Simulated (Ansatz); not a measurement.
`[NH2][Cu-][NH3+]`, charge 0, multiplicity 1.

(1) Give a relaxed structure at PBE0-D4/def2-TZVP (Ansatz 0.2.0). (Best estimate.)

Results:

(1) Computed: 
Cartesian coordinates in Å:
```
N -0.520 -1.664 1.256
Cu -0.071 -0.240 0.213
N 0.452 1.354 -0.766
H -1.501 -1.911 1.164
H -0.012 -2.504 0.995
H 0.834 2.064 -0.149
H 1.159 1.139 -1.463
H -0.341 1.761 -1.250
```
Point group Cs.
